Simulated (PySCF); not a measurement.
Planning a shielding job on `N#C[C@@H]1C[C@H](F)O1`.

Method: GIAO PBE0/pcSseg-1 NMR shielding, non-relativistic, gas phase (PySCF 2.14.0, density-fitted response routines). Geometry: PBE0-D3(BJ)/def2-SVP. Work: shieldings, ring-centre shieldings, charges and field gradients, density fitting. The command runs a driver script over a list of jobs; the input below is this job's line of settings and its coordinates in Å.

Command:
```bash
OMP_NUM_THREADS=1 python probes_run.py task.json out
```

Input:
```
{"job": {"kind": "nmr", "xc": "PBE0", "basis": "pcSseg-1"}, "charge": 0, "multiplicity": 1}
N      2.662900     1.273266    -0.516588
C      1.743643     0.571269    -0.519263
C      0.565931    -0.297280    -0.535122
C     -0.792396     0.373745    -0.256530
C     -0.782362    -0.502533     0.992672
F     -0.677318     0.198147     2.144904
O      0.437383    -1.099266     0.639080
H      0.600697    -0.918350    -1.445666
H     -1.572999     0.151317    -0.993701
H     -0.757865     1.447884    -0.038291
H     -1.585395    -1.246761     1.128271
```

Hardware: one thread of an Arm Neoverse V2, shared host with 32 logical CPUs at a one-minute load of 9.9. PySCF's memory limit was set to 2000 MB.

Problem. How large is the basis?

Solution. 139 functions for 52 electrons, with 714 fitting functions; the fitted three-index integrals, 714 × 139 × 140/2 numbers of 8 bytes, come to 53 MiB.

Problem. How long does the run take?

Solution. About 10 s. The SCF took 14 cycles.

Problem. Estimate the peak memory.

Solution. About 0.73 GiB. Peak memory is the resident size of the whole Python process, interpreter and libraries included.

The SCF part of the output:
```
coarse grid: 10064 points
cycle   1  E = -383.9522972835  dE =  1.168e+00  |g| = 8.077e-01  |ddm| = 3.049e+00
cycle   2  E = -383.6791497260  dE =  2.731e-01  |g| = 1.440e+00  |ddm| = 1.591e+00
cycle   3  E = -384.0626982069  dE = -3.835e-01  |g| = 2.526e-01  |ddm| = 1.123e+00
cycle   4  E = -384.0745546426  dE = -1.186e-02  |g| = 8.294e-02  |ddm| = 1.902e-01
cycle   5  E = -384.0758753895  dE = -1.321e-03  |g| = 1.957e-02  |ddm| = 6.426e-02
cycle   6  E = -384.0759465824  dE = -7.119e-05  |g| = 5.608e-03  |ddm| = 1.751e-02
cycle   7  E = -384.0759515198  dE = -4.937e-06  |g| = 1.623e-03  |ddm| = 4.394e-03
final grid: 100128 points
cycle   8  E = -384.1358433765  dE = -2.433e-05  |g| = 1.126e-02  |ddm| = 2.451e-02
cycle   9  E = -384.1358123619  dE =  3.101e-05  |g| = 1.755e-02  |ddm| = 1.792e-02
cycle  10  E = -384.1358656701  dE = -5.331e-05  |g| = 1.022e-03  |ddm| = 1.146e-02
cycle  11  E = -384.1358658823  dE = -2.121e-07  |g| = 3.303e-04  |ddm| = 9.698e-04
cycle  12  E = -384.1358658947  dE = -1.248e-08  |g| = 2.015e-04  |ddm| = 3.217e-04
cycle  13  E = -384.1358659022  dE = -7.456e-09  |g| = 6.344e-05  |ddm| = 1.525e-04
cycle  14  E = -384.1358659030  dE = -7.675e-10  |g| = 1.545e-05  |ddm| = 4.279e-05
converged SCF energy = -384.1358659030
```

On the final grid dE counts from the start density on that grid.

The host was shared with other jobs, so the times are rough.
